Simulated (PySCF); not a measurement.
**Electron correlation in Kr(2+) (krypton, charge +2)**

[Ar] 3d10 4s2 4p4, high-spin 3P determinant. All numbers are calculated (PySCF 2.14, scalar relativity by spin-free X2C-1e, in x2c-SVPall). Frozen: [Ar] 3d10; 6 electrons correlated.

MP2 pair energies summed by pair of shells (mhartree):

```json
{"pair": "4p-4p", "energy": "-39.11", "share (%)": "49.4"}
{"pair": "4s-4p", "energy": "-34.03", "share (%)": "43.0"}
{"pair": "4s-4s", "energy": "-5.96", "share (%)": "7.5"}
```

Total MP2 correlation energy: -79.09 mhartree.

Same-spin part -19.48 and opposite-spin part -59.61 mhartree; SCS-MP2 scales them by 1/3 and 6/5 to -78.02 mhartree.

| level | correlation energy (mhartree) |
| --- | --- |
| CCSD | -95.17 |
| (T) | -1.05 |
| CCSD(T) | -96.22 |

Diagnostics: T1 = 0.0055, D1 = 0.0186, largest double amplitude 0.052.

Cost of the coupled-cluster step: 0.14 s of wall time on 1 thread of Neoverse-V1 (shared host), for 6 correlated electrons.
